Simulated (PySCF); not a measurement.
**Correlation energy of I (iodine, neutral)**

[Kr] 4d10 5s1 5p5 5d1, one real determinant (an excited configuration). All numbers are calculated (PySCF 2.14, a scalar-relativistic core potential, in aug-cc-pVTZ-PP with ECP28MDF (6s5p4d2f, 55 functions)). Frozen: 4s2 4p6 4d10; 7 electrons correlated.

```json
{"level": "CCSD", "correlation energy (mhartree)": "-190.55"}
{"level": "(T)", "correlation energy (mhartree)": "-22.36"}
{"level": "CCSD(T)", "correlation energy (mhartree)": "-212.91"}
```

Diagnostics: T1 = 0.027, D1 = 0.0853, largest double amplitude 0.239.

**Question.** Is a single reference adequate?

**Answer.** Not fully. The real determinant used has ⟨L²⟩ near 8 against 12 for a pure F term, so it mixes terms. The outer electron is Rydberg-like, and this basis confines it to a smaller radius and binds it less than a complete one would. A double-excitation amplitude exceeds 0.15, a sign of near-degeneracy.

The reference is one real determinant that mixes LS terms of this configuration.
